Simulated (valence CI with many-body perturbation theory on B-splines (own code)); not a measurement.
# E1 line list for Ni¹⁵⁺

Computed by configuration interaction combined with many-body perturbation theory (CI+MBPT): three valence electrons over a frozen Dirac-Fock core [Ne], radial functions for each j: 11 s, 11 p, 10 d, 8 f, 5 g, 2 h, with the one-electron correlation potential Σ1 (screened to all orders), the two-electron term Σ2, the three-electron term Σ3, Breit, model QED; selected single and double excitations, second order for the rest, scaled by the run's own slope (own B-spline code, finite nucleus).

No measured levels were compared; by estimate levels of excited configurations hold to 0.05 to 0.15 % of their energy, terms of the ground configuration to about 0.5 %.

Lines 1 to 50 of 594 in falling wavelength, among levels below 279.25 eV, chosen from the strongest by gf and those to the six lowest levels. Wavelengths and rates use the calculated energies, so an error of 300 cm⁻¹ moves a line at 926.9 Å by 0.28 % and its rate by three times that or more. Electric multipoles are in the length gauge, E1 and E2 with the static RPA response of the core. Weak lines are less certain than strong ones. Lines between different terms over intervals too small for the method are left out, as are lines whose strength nearly cancels. Where a level lies close to another of its J and parity, the split of strength between their lines is uncertain. The highest levels of a list are the least certain.

Names give the largest LS component (configuration and term), which can be under half, so a name can repeat, a term be missing and a line seem to break the LS rules; names also repeat where a configuration has a term twice. Letters in brackets count levels of one name in rising energy.

```
λ vac (Å)               Upper                 Lower   A (s⁻¹)  S (a.u.)
    926.9      3s2 4f 2F°_7/2         3s2 4d 2D_5/2  8.76e+08  2.75e+00
    915.3      3s2 4f 2F°_5/2         3s2 4d 2D_3/2  8.47e+08  1.92e+00
    815.8     3s 3p 4p 4D_3/2      3s 3p 4s 4P°_3/2  8.04e+08  8.61e-01
    812.7     3s 3p 4p 4D_1/2      3s 3p 4s 4P°_1/2  1.07e+09  5.67e-01
    760.6      3s2 4p 2P°_1/2         3s2 4s 2S_1/2  1.70e+09  7.40e-01
    746.8     3s 3p 4p 2D_3/2  3s 3p 4s 2P°_1/2 [a]  8.36e+08  6.88e-01
    736.6     3s 3p 4p 4D_7/2      3s 3p 4s 4P°_5/2  2.11e+09  3.33e+00
    729.6     3s 3p 4p 4D_5/2      3s 3p 4s 4P°_3/2  1.90e+09  2.19e+00
    708.9     3s 3p 4p 2D_3/2      3s 3p 4s 4P°_5/2  6.92e+08  4.87e-01
    707.0      3s2 4p 2P°_3/2         3s2 4s 2S_1/2  2.10e+09  1.47e+00
    704.1     3s 3p 4p 4P_5/2      3s 3p 4s 4P°_5/2  1.82e+09  1.88e+00
    703.7     3s 3p 4p 2P_3/2      3s 3p 4s 4P°_1/2  1.30e+09  8.98e-01
    702.9     3s 3p 4p 4P_1/2      3s 3p 4s 4P°_3/2  2.10e+09  7.20e-01
    674.2     3s 3p 4p 4S_3/2      3s 3p 4s 4P°_5/2  1.44e+09  8.69e-01
    665.4     3s 3p 4p 4P_3/2      3s 3p 4s 4P°_3/2  1.13e+09  6.58e-01
    631.8     3s 3p 4p 4P_3/2      3s 3p 4s 4P°_1/2  7.80e+08  3.88e-01
    585.3       3s2 4d 2D_5/2        3s2 4p 2P°_3/2  4.21e+09  2.50e+00
    559.0       3s2 4d 2D_3/2        3s2 4p 2P°_1/2  3.93e+09  1.36e+00
    472.5         3p3 2D°_5/2         3s 3p2 2P_3/2  8.28e+08  2.59e-01
    440.7       3p2 3d 2G_7/2  3s 3p 3d 2F°_5/2 [b]  1.19e+09  4.03e-01
    431.8       3s 3p2 4P_1/2        3s2 3p 2P°_3/2  1.73e+07  1.37e-03
    420.6  3p 3d2 2F°_7/2 [a]         3s 3d2 2D_5/2  7.61e+08  2.24e-01
    419.9       3p2 3d 2G_9/2  3s 3p 3d 2F°_7/2 [b]  1.46e+09  5.32e-01
    419.6   3p2 3d 2F_7/2 [a]  3s 3p 3d 2F°_7/2 [a]  8.93e+08  2.60e-01
    410.7       3s 3p2 4P_3/2        3s2 3p 2P°_3/2  1.23e+07  1.69e-03
    399.1   3p2 3d 2F_5/2 [a]  3s 3p 3d 2F°_5/2 [a]  1.66e+09  3.13e-01
    389.0       3s 3p2 4P_5/2        3s2 3p 2P°_3/2  6.01e+07  1.05e-02
    385.7  3p 3d2 2G°_9/2 [a]         3s 3d2 2G_9/2  9.85e+08  2.79e-01
    385.6       3s 3p2 4P_1/2        3s2 3p 2P°_1/2  5.85e+07  3.31e-03
    374.9  3p 3d2 2G°_7/2 [a]         3s 3d2 2G_7/2  1.01e+09  2.11e-01
    370.7      3p 3d2 4F°_9/2         3s 3d2 2G_7/2  9.97e+08  2.51e-01
    366.7      3p 3d2 4G°_5/2         3s 3d2 4F_3/2  3.53e+09  5.15e-01
    359.4   3p2 3d 2F_5/2 [a]  3s 3p 3d 2D°_3/2 [a]  1.76e+09  2.42e-01
    358.7      3p 3d2 4G°_7/2         3s 3d2 4F_5/2  3.74e+09  6.82e-01
    351.9      3p 3d2 4G°_9/2         3s 3d2 4F_9/2  8.88e+08  1.91e-01
    349.0      3p 3d2 4G°_9/2         3s 3d2 4F_7/2  4.43e+09  9.29e-01
    349.0   3p2 3d 2F_7/2 [a]  3s 3p 3d 2D°_5/2 [a]  1.37e+09  2.30e-01
    347.0         3p3 2P°_3/2         3s 3p2 2P_3/2  3.40e+09  2.80e-01
    345.9      3p 3d2 2H°_9/2         3s 3d2 2G_7/2  6.26e+09  1.28e+00
    341.0  3p 3d2 2F°_5/2 [b]         3s 3d2 2F_5/2  1.88e+09  2.21e-01
    339.9   3p2 3d 2F_5/2 [b]  3s 3p 3d 2D°_3/2 [b]  2.93e+09  3.40e-01
    338.7   3p2 3d 2D_5/2 [a]  3s 3p 3d 2P°_3/2 [b]  1.99e+09  2.29e-01
    336.7     3p 3d2 4G°_11/2         3s 3d2 4F_9/2  6.01e+09  1.36e+00
    334.3  3p 3d2 2P°_3/2 [b]         3s 3d2 2S_1/2  4.12e+09  3.04e-01
    333.9  3p 3d2 4D°_3/2 [a]         3s 3d2 4P_3/2  2.99e+09  2.19e-01
    333.3   3p2 3d 2F_7/2 [b]  3s 3p 3d 2D°_5/2 [b]  3.03e+09  4.43e-01
    332.4       3p2 3d 2G_9/2  3s 3p 3d 2F°_7/2 [a]  4.88e+09  8.84e-01
    330.9     3p 3d2 2H°_11/2         3s 3d2 2G_9/2  9.71e+09  2.08e+00
    325.3  3p 3d2 4D°_5/2 [a]         3s 3d2 4P_5/2  2.22e+09  2.27e-01
    324.2  3p 3d2 4D°_5/2 [a]         3s 3d2 4P_3/2  2.23e+09  2.25e-01
```
